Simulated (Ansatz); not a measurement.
```yaml
atoms:
  - { symbol: C, position_ang: [0.0000, -0.8542, -0.0602] }
  - { symbol: O, position_ang: [0.0000, -0.8423, 1.0411] }
  - { symbol: O, position_ang: [0.0000, 0.1339, -0.7816] }
  - { symbol: C, position_ang: [0.0000, 1.2875, -0.1691] }
  - { symbol: H, position_ang: [0.0000, -1.6944, -0.6409] }
  - { symbol: H, position_ang: [0.0000, 1.9921, -0.8903] }
  - { symbol: H, position_ang: [-0.8206, 1.3850, 0.4153] }
  - { symbol: H, position_ang: [0.8206, 1.3850, 0.4153] }
```

Basis set: def2-TZVP (spherical functions). Left uncorrelated: 4 orbitals. Charge 0, multiplicity 1.

Computed with Ansatz (development build ahead of 0.2.0); each method stands on the lowest determinant of its kind that the runs found. Restricted open shells among the atoms or ions are ROHF, correlated in semicanonical orbitals with singles.

Question: Give the atomization energy at this shape (free ground-state atoms in the same class of orbitals less the molecule, no zero-point energy) of singlet C2H4O2 by RHF-MP2, RHF.

Answer:

| method | atomization energy |
| --- | --- |
| RHF-MP2 | 733.62 kcal/mol |
| RHF | 528.32 kcal/mol |

Caution: no unrestricted run beside it, a lower state can exist; the shape is not the minimum.
